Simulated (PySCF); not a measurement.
# Potassium: a sound run and one with changed settings

Sound run: K²⁺ [Ne] 3s2 3p5, K³⁺ [Ne] 3s2 3p4. Computed with PySCF 2.14 in pcseg-2, with no relativity, point nucleus. The sound run starts from symmetry-adapted Hartree-Fock orbitals and uses a fine grid where one is needed.

Changed run: 14 angular points. This setting is unsound on purpose.

| species | method | sound run (hartree) | changed run (hartree) | converged |
| --- | --- | --- | --- | --- |
| K²⁺ | UHF | -597.88471 | -597.88471 | yes |
| K²⁺ | LDA | -596.86213 | -596.86286 | yes |
| K²⁺ | PBE | -598.38137 | -598.38157 | yes |
| K³⁺ | UHF | -596.24533 | -596.24533 | yes |
| K³⁺ | LDA | -595.16515 | -595.16456 | yes |
| K³⁺ | PBE | -596.69257 | -596.69212 | yes |

Ionisation energy of K²⁺:

```csv
method,sound run (eV),changed run (eV)
UHF,44.610,44.610
LDA,46.177,46.213
PBE,45.955,45.972
```

A coarse angular grid integrates products of high-l functions wrongly, so density functionals can shift, and the SCF can exploit the error; Hartree-Fock and MP2 need no grid.

For comparison, NIST gives 45.803 eV between the lowest levels.
